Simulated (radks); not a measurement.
Results of a calculation; reference values are marked as such.
Task: Ionisation of neutral krypton, [Kr], to [Ar] 3d10 4s2 4p5 as the strength of local exchange is varied. Code: a radial shooting solver on a logarithmic mesh with Libxc functionals. Model: scalar-relativistic Kohn-Sham, Slater X-alpha exchange (alpha = 2/3 is LDA exchange), no correlation, spin-polarised, spherical densities, finite nucleus; Fermi nuclear charge, rms radius 4.1884 fm.

alpha  E(Kr) (hartree)  exchange (hartree)  IE (eV)  -e of the level emptied (eV)  <r> of it (bohr)
0.64       -2779.95610           -85.97201   12.537                    7.826 (4p)             1.976
0.667      -2783.58956           -89.71335   12.869                    8.133 (4p)             1.964
0.676      -2784.80174           -90.96251   12.980                    8.236 (4p)             1.960
0.717      -2790.33042           -96.66606   13.492                    8.712 (4p)             1.942
0.731      -2792.22071           -98.61848   13.669                    8.877 (4p)             1.936
0.891      -2813.91240          -121.10714   15.765                   10.845 (4p)             1.870
0.914      -2817.04393          -124.36637   16.077                   11.141 (4p)             1.861
x          -2784.12824           -90.26841   12.918                    8.179 (4p)             1.962

Which alpha was used in the last row?

Result: alpha = 0.671. NIST Atomic Spectra Database: 14.000 eV (measured). The Delta-SCF value meets it near alpha = 0.76. Open shells are spherical and high-spin; term and fine-structure splittings are not resolved.
